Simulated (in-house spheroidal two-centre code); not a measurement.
Computed with a spheroidal two-centre code. Model: one electron and two fixed point charges, non-relativistic, separated in prolate spheroidal coordinates (energies exact to about nine digits).

With r1 and r2 the distances to the charges and R their separation, ξ = (r1 + r2)/R and η = (r1 − r2)/R; m is the angular momentum about the axis. The force apart is −d(total energy)/dR, and minima and barriers are those of the total energy. The separation constant A is the eigenvalue of −d/dη(1−η²)d/dη + m²/(1−η²) − p²η² − R(Z2−Z1)η, with p² = −E R²/2 and E the electronic energy.

Command:
```bash
python run_two.py task.json out
```
Settings:
```
Z1                     1
Z2                     1
xi_nodes               0
eta_nodes              2
m                      1
```

Time taken, with all properties: 1.2 s on 1 thread of Intel(R) Xeon(R) Processor @ 2.30GHz, on a shared host.

**Energy curve, total energy includes the repulsion of the charges.**

Given: first charge 1; second charge 1; united atom label 4f pi u; nodes in ξ 0; nodes in η 2.

Computed: united atom energy -0.125 hartree; innermost minimum total energy -0.071247 hartree; innermost minimum curvature 0.00031856 hartree/bohr².

| distance (bohr) | electronic energy (hartree) | total energy (hartree) | kinetic energy (hartree) | force apart (hartree/bohr) |
| --- | --- | --- | --- | --- |
| 0.536 | -0.12508556 | 1.74058608 | 0.12526 | 3.4811 |
| 0.962 | -0.125275987 | 0.914225053 | 0.12583 | 1.0811 |
| 1.73 | -0.125895835 | 0.452138847 | 0.1277 | 0.33516 |
| 3.1 | -0.127887773 | 0.194692873 | 0.13365 | 0.10592 |
| 5.57 | -0.133772811 | 0.0457604029 | 0.1486 | 0.034894 |
| 10 | -0.141370106 | -0.0413701062 | 0.14369 | 0.010232 |
| 15 | -0.134867761 | -0.0682010946 | 0.09848 | 0.0020186 |
| 20 | -0.120979089 | -0.070979089 | 0.063827 | -0.00035761 |
| 25 | -0.107735237 | -0.0677352374 | 0.048101 | -0.00078538 |
| 30 | -0.0972773337 | -0.0639440004 | 0.043194 | -0.00069168 |
| 35 | -0.0895834986 | -0.0610120701 | 0.044366 | -0.00047561 |
| 40 | ? | ? | ? | ? |
| 45 | -0.0803126645 | -0.0580904423 | 0.051025 | -0.000157 |
| 50 | -0.0774803603 | -0.0574803603 | 0.052763 | -9.4351e-05 |
| 55 | -0.0752777349 | -0.0570959167 | 0.053642 | -6.2804e-05 |
| 60 | -0.0734960195 | -0.0568293528 | 0.054108 | -4.5351e-05 |
| 83 | -0.068255705 | -0.0562075122 | 0.054885 | -1.5933e-05 |
| 115 | ? | ? | ? | ? |
| 159 | -0.0620215353 | -0.0557322272 | 0.055379 | -2.2207e-06 |
| 220 | -0.0601933767 | -0.0556479222 | 0.055464 | -8.3814e-07 |

Task: What belongs in the row 40?

Result: electronic energy (hartree): -0.0841504781; total energy (hartree): -0.0591504781; kinetic energy (hartree): 0.047973; force apart (hartree/bohr): -0.00027944.

Task: What belongs in the row 115?

Result: electronic energy (hartree): -0.0645891201; total energy (hartree): -0.0558934679; kinetic energy (hartree): 0.055216; force apart (hartree/bohr): -5.895e-06.

Task: What is the innermost minimum distance?

Result: 18.608 bohr.

**Where the electron sits, z along the axis from the midpoint, the separation constant A tends to l(l+1) at zero distance; at short distance the term in R(Z2−Z1)η can raise or lower it, and at long distance it falls (p² = -ER²/2).**

```csv
distance (bohr),mean z squared (bohr²),mean squared distance from axis (bohr²),separation constant
0.4,41.963,47.95,11.995
0.718,41.88,47.839,11.985
1.29,41.613,47.483,11.951
2.32,40.764,46.353,11.841
4.16,38.331,43.105,11.476
7.46,34.511,37.972,10.23
12.5,34.314,42.891,7.2393
17.5,34.395,58.047,4.2632
22.5,41.812,74.553,1.7296
27.5,63.317,88.612,-0.88638
32.5,?,?,?
37.5,171.91,102.14,-8.7493
42.5,259.06,102.74,-14.937
47.5,358.4,102.66,-22.808
52.5,467.19,102.82,-32.261
57.5,586.14,103.19,-43.204
70.6,952.36,104.21,-78.649
97.7,1976.5,105.46,-182.5
135,?,?,?
187,7937.8,106.78,-814.03
```

Task: What belongs in the row 32.5?

Result: mean z squared (bohr²): 105.12; mean squared distance from axis (bohr²): 98.114; separation constant: -4.1904.

Task: What belongs in the row 135?

Result: mean z squared (bohr²): 3982.8; mean squared distance from axis (bohr²): 106.26; separation constant: -392.36.
